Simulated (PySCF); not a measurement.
ScBr3, SMILES [Br][Sc]([Br])[Br]. Atoms are numbered in the order given.

```xyz
4

Sc     0.0000     0.0000     0.0000
Br    -2.4252     0.0000     0.0000
Br     1.2126     2.1003     0.0000
Br     1.2126    -2.1003     0.0000
```

Geometry optimised at B3LYP-D3(BJ)/def2-SVP.

The numbers are results of ωB97X/def2-TZVP in PySCF, not measurements.

Symmetry labels are those of the subgroup C2v that the program uses (full group D3h).

Task: List the valence orbital energies around the gap with their symmetry. (The exact figures need the calculation; the answer reports its results.)

Result: 
```json
[
 {"orbital": "HOMO−7", "symmetry": "B1", "energy (eV)": "-12.16"},
 {"orbital": "HOMO−6", "symmetry": "A1", "energy (eV)": "-12.16"},
 {"orbital": "HOMO−5", "symmetry": "A1", "energy (eV)": "-11.56"},
 {"orbital": "HOMO−4", "symmetry": "B1", "energy (eV)": "-11.56"},
 {"orbital": "HOMO−3", "symmetry": "A2", "energy (eV)": "-11.48"},
 {"orbital": "HOMO−2", "symmetry": "B2", "energy (eV)": "-11.48"},
 {"orbital": "HOMO−1", "symmetry": "B2", "energy (eV)": "-11.43"},
 {"orbital": "HOMO", "symmetry": "B1", "energy (eV)": "-10.83"},
 {"orbital": "LUMO", "symmetry": "A1", "energy (eV)": "-1.33"},
 {"orbital": "LUMO+1", "symmetry": "B2", "energy (eV)": "-0.78"},
 {"orbital": "LUMO+2", "symmetry": "A2", "energy (eV)": "-0.78"},
 {"orbital": "LUMO+3", "symmetry": "B1", "energy (eV)": "-0.11"}
]
```
